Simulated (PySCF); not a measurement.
Be: excitation energy

Be [He] 2s2 (1S) → Be [He] 2s1 3s1, s spin flipped, as a difference of total energies. Calculation: PySCF 2.14, in aug-cc-pCVTZ-DK (7s6p4d2f, 59 functions); scalar relativity by spin-free X2C-1e. Correlated levels: valence and next inner shell: nothing frozen. The calculations carry no spin-orbit coupling.

| method | excitation energy (eV) |
| --- | --- |
| UHF | 0.000 |
| MP2 (valence and next inner shell) | 0.000 |
| SCS-MP2 (valence and next inner shell) | 0.000 |

The upper determinant mixes two multiplicities, so it lies between the two terms.

The promoted electron is Rydberg-like, and one or two diffuse shells describe it only roughly, which tends to raise the upper state.
